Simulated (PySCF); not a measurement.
Cartesian coordinates (Å):
```xyz
9

Hf     0.3936     0.2525    -0.0433
O     -0.9389     0.2191    -1.4559
H     -1.6041     0.1915    -2.1529
O      0.0074    -1.1486     1.2445
H     -0.1941    -1.8292     1.8966
O      2.1554    -0.0323    -0.8104
H      3.0379    -0.1891    -1.1650
O      0.3483     1.9730     0.8555
H      0.3203     2.8351     1.2857
```
Charge 0, spin multiplicity 1.

### Question
Give the HOMO–LUMO gap, total energy, LUMO, HOMO, charge on the central atom (Mulliken) and dipole moment at the level TPSSh-D3(BJ)/def2-TZVP // BP86-D3(BJ)/def2-SVP (PySCF).

### Answer

The HOMO–LUMO gap comes out as 7.32 eV. The total energy is -351.7199 Ha, the LUMO is -0.13 eV and the HOMO is -7.46 eV. The charge on the central atom (Mulliken) is 1.64 e. The dipole moment is 0.05 D.
